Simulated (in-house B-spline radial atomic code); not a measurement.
Configurations of the argon ion Ar⁺, with energies counted from [Ne] 3s2 (3p1/2)2 (3p3/2)3. All numbers are computed (Dirac-Hartree-Fock, average of each configuration as written; Fermi nucleus of rms radius 3.4274 fm) with an all-electron radial atomic-structure program (B-spline basis), not measured. Energies include first-order Breit, QED and recoil terms.

Occupations are held fixed; configurations that lie above the ionisation limit could autoionise.

| configuration | E - E(ref) (eV) | highest orbital | its <r> (bohr) |
| --- | --- | --- | --- |
| [Ne] 3s1 3p6 | 18.724 | 3p3/2 | 1.56 |
| [Ne] 3s2 (3p1/2)1 (3p3/2)3 (5g9/2)1 | 25.18 | 5g9/2 | 13.75 |
| [Ne] 3s2 (3p3/2)4 6s1 | 25.504 | 6s1/2 | 14.15 |
| [Ne] 3s2 (3p1/2)2 (3p3/2)2 (6d5/2)1 | 25.666 | 6d5/2 | 21.51 |
| [Ne] 3s2 (3p1/2)1 (3p3/2)3 (6g7/2)1 | 25.845 | 6g7/2 | 22 |
| [Ne] 3s2 (3p3/2)4 (6f5/2)1 | 26.889 | 6f5/2 | 23.91 |
| [Ne] 3s1 (3p1/2)1 (3p3/2)4 (4f5/2)1 | 42.394 | 4f5/2 | 8.95 |

Order these further configurations by energy, lowest first.
A. [He] 2s2 (2p1/2)2 (2p3/2)3 3s2 (3p1/2)1 (3p3/2)4 6s1
B. [Ne] 3s2 (3p1/2)2 (3p3/2)2 (5d5/2)1
C. [Ne] 3s2 (3p3/2)4 (7p1/2)1
D. [Ne] 3s1 (3p1/2)1 (3p3/2)4 (4p3/2)1
E. [Ne] 3s1 (3p1/2)2 (3p3/2)3 (7f7/2)1

B (24.802 eV), C (26.742 eV), D (37.965 eV), E (44.489 eV), A (261.05 eV).

How far above the reference does [Ne] 3s2 (3p1/2)1 (3p3/2)4 lie?

0.17766 eV; its least bound orbital is 3p3/2 with <r> = 1.562 bohr.

How far above the reference does [Ne] 3s1 (3p1/2)1 (3p3/2)4 (6f5/2)1 lie?

44.288 eV; its least bound orbital is 6f5/2 with <r> = 23.89 bohr.
